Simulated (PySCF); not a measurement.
# C₆ coefficients of unlike pairs at UHF

Calculated with PySCF 2.14 from the dipole response of each species, C₆(A,B) = (3/π) ∫ α_A(iu) α_B(iu) du, in atomic units, from isotropic polarisabilities. For ions this is the dispersion term alone; charge-induced terms of lower order in 1/R come first.

```csv
species,configuration,basis,relativity,α (bohr³),C₆ (like pair)
Se,[Ar] 3d10 4s2 4p4 (3P),"aug-cc-pVTZ-PP with one added diffuse shell each of s, d, f type with ECP10MDF (7s5p5d3f)",core potential,25.19,207.0
Al,[Ne] 3s2 3p1 (2P),aug-cc-pCVTZ-DK (8s7p5d3f),spin-free X2C,61.68,560.1
Cl²⁺,[Ne] 3s2 3p3 (4S),aug-cc-pwCVQZ (10s9p7d5f3g),none,5.983,21.29
Ne⁺,[He] 2s2 2p5 (2P),dyall-av3z (15s9p3d2f),spin-free X2C,1.215,2.098
```

Q: Estimate C₆ for Ne⁺ with Se.

A: The integral gives 16.68. The combination rule 2 C_A C_B / (C_A α_B/α_A + C_B α_A/α_B) gives 16.24 and the geometric mean 20.84.

No spin-orbit coupling is included.

The other pairs:

```tsv
pair	C₆
Cl²⁺, Se	63.93
Ne⁺, Al	20.91
Ne⁺, Cl²⁺	6.137
Al, Se	317.2
Cl²⁺, Al	89.08
```
